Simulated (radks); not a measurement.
Values are calculated unless marked as measured or tabulated.
Task: Coulomb parameter of the 4f shell of the neodymium ion Nd+ in the model configuration [Xe] 4f3 6s1 6p1, as a second difference U = [E(n + 0.5) + E(n - 0.5) - 2 E(n)] / (0.5)^2 with all orbitals relaxed. "Bare": the charge of the atom changes with n. "Screened": the 6p shell takes up the change at fixed total charge, which measures U(4f,4f) + U(6p,6p) - 2 U(4f,6p). Code: a radial shooting solver on a logarithmic mesh with Libxc functionals. Model: Dirac Kohn-Sham, PBE, spin-unpolarised, spherical densities, finite nucleus; open shells are shared between the two j in proportion to 2j + 1; Fermi nuclear charge, rms radius 4.9123 fm. Estimate both.

Result: U(bare) = 15.354 eV, U(screened by 6p) = 8.188 eV, against the Slater integral F0(4f,4f) = 25.659 eV with frozen orbitals.
